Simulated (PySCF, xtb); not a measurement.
C8H9N3O2, SMILES COc1nnc(-c2cccn2C)o1.

GFN2-xTB run with xtb 6.7.1 at its own geometry gives an orbital gap of 3.27 eV and a dipole moment of 3.54 D.

Coordinates come from a PBE0-D3(BJ)/def2-SVP optimisation. The structure was generated by enumeration, and PubChem lists no compound with its InChIKey, so it may never have been made. One conformer was computed; it need not be the lowest.

**Question.** What does PBE0/def2-SVP in PySCF give? (Estimate from the structure and the level; the computed values follow.)

**Answer.** gap 5.30 eV (levels -5.93 and -0.63 eV), dipole 3.35 D.
